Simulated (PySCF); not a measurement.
Two species compared at the same levels of theory.

First species: C2H8F3NSi2.
InChI=1S/C2H8F3NSi2/c3-2(4,5)1-7-8-6/h1,6-8H2

Second species: C₄H₇N₃OSi.
SMILES: `O[SiH2]NC1=CN=CN=C1`

Levels: B3LYP/def2-SVPD for dipole moment, HOMO energy, LUMO energy, HOMO–LUMO gap, static isotropic polarisability and electronic spatial extent ⟨r²⟩ about the centre of nuclear charge; TDDFT B3LYP/def2-SVPD for lowest singlet excitation; TDA B3LYP/def2-SVPD for lowest triplet excitation (Tamm–Dancoff); GFN2-xTB for rotational constant A and rotational constant C. Geometries: GFN2-xTB. Each species is one conformer at its optimised geometry, gas phase, non-relativistic unless stated. Electronic properties by PySCF.

Dipoles, sizes and rotational constants follow the conformer. The torsions of the flexible species, by atom-mapped SMILES:
- `[NH2:1][SiH2:2][SiH2:3][CH2:4][C:5]([F:6])([F:7])[F:8]`: N1–Si2–Si3–C4 63°, Si2–Si3–C4–C5 72°, Si3–C4–C5–F6 180°, H–N1–Si2–Si3 50°, H–N1–Si2–Si3 -171°
- `[OH:1][SiH2:2][NH:3][c:4]1[cH:5][n:6][cH:7][n:8][cH:9]1`: O1–Si2–N3–C4 61°, Si2–N3–C4–C5 -2°, H–O1–Si2–N3 180°

```csv
property,column X,column Y
dipole moment,4.70 D,3.40 D
HOMO energy,-6.48 eV,-7.34 eV
LUMO energy,-1.27 eV,-0.66 eV
HOMO–LUMO gap,5.21 eV,6.68 eV
lowest singlet excitation,4.21 eV,5.59 eV
lowest triplet excitation (Tamm–Dancoff),3.56 eV,5.27 eV
static isotropic polarisability,97.0 au,91.0 au
electronic spatial extent ⟨r²⟩ about the centre of nuclear charge,1576 bohr²,1685 bohr²
rotational constant A,3.736 GHz,2.437 GHz
rotational constant C,0.701 GHz,0.688 GHz
```

Problem. Which column belongs to which species?

Solution. Column X is the second species and column Y the first. The first has 16 atoms and 82 electrons, the second 16 and 74.

Problem. How does each property change from the first species to the second?

Solution. dipole moment +1.30 D; HOMO energy +0.86 eV; LUMO energy -0.61 eV; HOMO–LUMO gap -1.47 eV; lowest singlet excitation -1.38 eV; lowest triplet excitation (Tamm–Dancoff) -1.71 eV; static isotropic polarisability +6.0 au; electronic spatial extent ⟨r²⟩ about the centre of nuclear charge -109 bohr²; rotational constant A +1.299 GHz; rotational constant C +0.013 GHz.

On the first: A dipole of 3.40 D is allowed in C1, and pure rotational transitions are dipole-allowed. No computed singlet falls in the visible range (750 to 380 nm, 1.65 to 3.26 eV); S1 lies 2.33 eV above its blue end.

On the second: The polarisability is 14.38 Å³ as a volume (1 au = 0.148185 Å³), or 1.31 au for each of the 74 electrons. The vertical singlet–triplet gap S1 − T1 is 0.65 eV (TDDFT singlet less Tamm–Dancoff triplet; S1: HOMO−1→LUMO, weight 0.99; T1: HOMO→LUMO, weight 0.98).
